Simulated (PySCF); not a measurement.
# A small calculation by hand: oscillator strength and radiative lifetime

BrFGeH₂O₂, SMILES [OH][Ge]([OH])([F])[Br].

Coordinates come from a B3LYP-D3(BJ)/def2-SVP optimisation. The structure was generated by enumeration, and PubChem lists no compound with its InChIKey, so it may never have been made. Other conformers were not sampled.

TDA-PBE/def2-SVPD in PySCF 2.14.0 puts the first singlet state with f over 0.02 at 6.22 eV (vertical), with the transition dipole (-0.285, -0.221, 0.470) in atomic units.

Question: Find the oscillator strength, the wavelength and the radiative lifetime that this transition would have in vacuum if emission retraced absorption.

Answer: 
|μ|² = 0.3510 au, so |μ| = 1.51 D. ΔE = 6.22/27.211 = 0.2286 hartree. f = (2/3) ΔE |μ|² = 0.053 (the program prints 0.053).
λ = 1239.84/6.22 = 199 nm; ν = 50168 cm⁻¹.
Einstein's coefficient A = 0.6670 ν² f s⁻¹ (ν in cm⁻¹) = 9.0e7 s⁻¹, so τ = 1/A = 11 ns. This state is S4; the lower singlets have f = 0.008, 0.016, 0.005. The figure is the radiative limit of this one transition; relaxation, internal conversion, crossing to triplets and a medium change what is measured.
